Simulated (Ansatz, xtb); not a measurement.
**A geometry optimisation of CHOSe with r2SCAN-D4/def2-SVP**

The starting geometry of this gas-phase doublet has its atoms placed at random.

```yaml
atoms:
  - { symbol: C, position_ang: [-0.2451, 1.3429, -0.8305] }
  - { symbol: O, position_ang: [-0.5449, -1.1212, 0.5435] }
  - { symbol: Se, position_ang: [-0.0742, -0.3808, -1.4252] }
  - { symbol: H, position_ang: [0.6160, 1.1051, -1.4057] }
```

**Question.** One run relaxed it with r2SCAN-D4/def2-SVP. What is a likely outcome?

**Answer.** It ends as `[CH]=[Se]=O`. Contacts that open: Se3–H4 (1.64 → 2.61 Å). Contacts that close: O2–Se3 (2.16 → 1.64 Å).

The energy falls by 3.66 eV over 11 steps:

| step | E − E(last) (eV) |
| --- | --- |
| 1 | 3.662 |
| 2 | 2.016 |
| 3 | 1.017 |
| 4 | 0.474 |
| 5 | 0.368 |
| 7 | 0.044 |
| 8 | 0.015 |
| 9 | 0.001 |
| 10 | 0.000 |
| 11 | 0.000 |

Final geometry (Å):

```yaml
atoms:
  - { symbol: C, position_ang: [0.0997, 1.0844, -0.9425] }
  - { symbol: O, position_ang: [-0.7826, -1.2539, 0.4357] }
  - { symbol: Se, position_ang: [-0.0828, -0.6561, -0.9239] }
  - { symbol: H, position_ang: [0.5174, 1.7715, -1.6873] }
```

From the same start GFN2-xTB reaches the same bonding as this run.

From so rough a start the end depends on the optimiser's path, so another program may land elsewhere. No frequencies were run, so the end isn't proven a minimum. Open shells are spin-unrestricted. Run with Ansatz 0.2.0, 110 s on 1 thread of Arm Neoverse V1, with other jobs on the host.
